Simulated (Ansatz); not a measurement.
```yaml
crystal:
  periodic: [false, false, false]
  atoms:
    - {symbol: C, position_ang: [-0.683404, -1.319727, -1.303000]}
    - {symbol: C, position_ang: [-0.216747, -0.672120, -0.050524]}
    - {symbol: F, position_ang: [-0.550296, -1.219384, 1.266323]}
    - {symbol: C, position_ang: [0.243437, 0.757707, 0.014550]}
    - {symbol: C, position_ang: [0.629466, 1.339168, 1.002398]}
    - {symbol: F, position_ang: [0.536529, 0.893255, 2.285694]}
    - {symbol: F, position_ang: [1.073397, 2.486665, 0.897512]}
    - {symbol: H, position_ang: [-1.020427, -2.420758, -0.994565]}
    - {symbol: D, position_ang: [-0.613681, -0.953539, -2.006211]}
    - {symbol: H, position_ang: [0.527792, 1.183707, -0.911503]}
basis:
  gaussian: {orbitals: x2c-TZVPPall}
magnetization: {spin_polarized: true, initial_magnetization: 0}
hamiltonian: {xc: {name: rPW86-PBE}}
output: {forces: true}
```

```sh
$ ansatz run in.yaml --threads 4 --pin off --events-out ev --progress --plain --max-ram 10444MiB
```

How does Ansatz answer? (An estimate is asked.)

The calculation gave: The input was rejected before any iteration.
```
Error: YAML parse error: error: line 12 column 16: `D` is not an element symbol (H … Og, case-exact)
10 |     - {symbol: F, position_ang: [1.073397, 2.486665, 0.897512]}
11 |     - {symbol: H, position_ang: [-1.020427, -2.420758, -0.994565]}
12 |     - {symbol: D, position_ang: [-0.613681, -0.953539, -2.006211]}
13 |     - {symbol: H, position_ang: [0.527792, 1.183707, -0.911503]}
14 | basis:
```
